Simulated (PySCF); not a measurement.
**Levels of N⁴⁺ from EOM-EA-GCCSD**

Reference: closed-shell N⁵⁺, 1s2; one electron is added. Calculated with PySCF 2.14, two-component X2C-1e with screened spin-orbit coupling, x2c-TZVPPall-2c with one added diffuse shell each of s, p, d type (6s4p3d1f, 40 functions); frozen nothing; all 78 virtual spinors kept. No Breit or QED terms. Binding energies in eV.

```json
{"level": "2s1/2", "Koopmans": "97.739"}
{"level": "2p1/2", "Koopmans": "87.675"}
{"level": "2p3/2", "Koopmans": "87.633"}
{"level": "3s1/2", "Koopmans": "41.279"}
{"level": "3p1/2", "Koopmans": "38.424"}
{"level": "3p3/2", "Koopmans": "38.410"}
{"level": "3d3/2", "Koopmans": "37.590"}
{"level": "3d5/2", "Koopmans": "37.587"}
```

(1) How does correlation move these levels?

For comparison, the ionisation energy of N⁴⁺ is 97.890 eV (measured; NIST Atomic Spectra Database, ionization energies).

The screened spin-orbit operator tends to give fine-structure splittings of light species too large.

The highest levels are limited by the diffuse functions of the basis.

Results:

(1) 2s1/2: second order 97.769, EOM-CCSD 97.772; 2p1/2: second order 87.746, EOM-CCSD 87.754; 2p3/2: second order 87.704, EOM-CCSD 87.712; 3s1/2: second order 41.287, EOM-CCSD 41.288; 3p1/2: second order 38.438, EOM-CCSD 38.440; 3p3/2: second order 38.424, EOM-CCSD 38.426; 3d3/2: second order 37.598, EOM-CCSD 37.599; 3d5/2: second order 37.595, EOM-CCSD 37.595.
